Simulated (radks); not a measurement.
Task: All-electron atom: the zinc ion Zn+ in [Ar] 3d10 4s1. Method: Dirac Kohn-Sham, PBE, spin-unpolarised, spherical densities, finite nucleus; Fermi nuclear charge, rms radius 3.9283 fm; computed with a radial shooting solver on a logarithmic mesh with Libxc functionals.

Spin-orbit splittings of the eigenvalues, e(l+1/2) - e(l-1/2), with zeta = 2 splitting/(2l+1) and mean radii in bohr:

| shell | occ. | splitting (eV) | zeta (eV) | <r> j=l-1/2 | <r> j=l+1/2 |
|---|---|---|---|---|---|
| 2p | 6 | ? | ? | 0.1959 | 0.1993 |
| 3p | 6 | 3.059 | 2.040 | 0.7064 | 0.7172 |
| 3d | 10 | 0.3591 | 0.1437 | 0.8924 | 0.9000 |

Estimate the 2p splitting.

Result: 23.87 eV (zeta = 15.92 eV).
